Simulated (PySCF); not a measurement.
Al(PH2)3 (AlH₆P₃), SMILES [PH2][Al]([PH2])[PH2].

Geometry: PBE-D3(BJ)/def2-SVP. One conformer was computed; it need not be the lowest.

The numbers are results of PBE-D3(BJ)/def2-SVP (PySCF), not measurements.

Frequencies are harmonic and unscaled.

Computed harmonic wavenumbers and intensities:
| mode | ν (cm⁻¹) | IR (km/mol) | moving atoms (share of kinetic energy) |
|---|---|---|---|
| 1 | 83 | 7.7 | P 75 %, H 15 %, Al 10 % |
| 2 | 85 | 7.2 | P 78 %, H 11 %, Al 11 % |
| 3 | 99 | 0.1 | H 93 % |
| 4 | 116 | 3.3 | H 95 % |
| 5 | 117 | 13.7 | Al 49 %, H 36 %, P 15 % |
| 6 | 127 | 2.3 | H 73 %, Al 20 % |
| 7 | 277 | 0.0 | P 94 % |
| 8 | 442 | 43.5 | Al 49 %, P 26 %, H 25 % |
| 9 | 444 | 41.7 | Al 50 %, H 26 %, P 24 % |
| 10 | 455 | 8.6 | H 80 %, P 17 % |
| 11 | 459 | 4.2 | H 83 %, P 12 % |
| 12 | 522 | 0.2 | H 98 % |
| 13 | 544 | 1.4 | H 80 %, P 11 %, Al 10 % |
| 14 | 622 | 17.1 | H 83 %, Al 12 % |
| 15 | 630 | 15.5 | H 84 %, Al 12 % |
| 16 | 1038 | 16.7 | H 97 % |
| 17 | 1041 | 29.7 | H 97 % |
| 18 | 1049 | 8.7 | H 97 % |
| 19 | 2307 | 15.1 | H 97 % |
| 20 | 2309 | 7.9 | H 97 % |
| 21 | 2311 | 49.1 | H 97 % |
| 22 | 2327 | 16.0 | H 97 % |
| 23 | 2330 | 34.4 | H 97 % |
| 24 | 2331 | 57.1 | H 97 % |
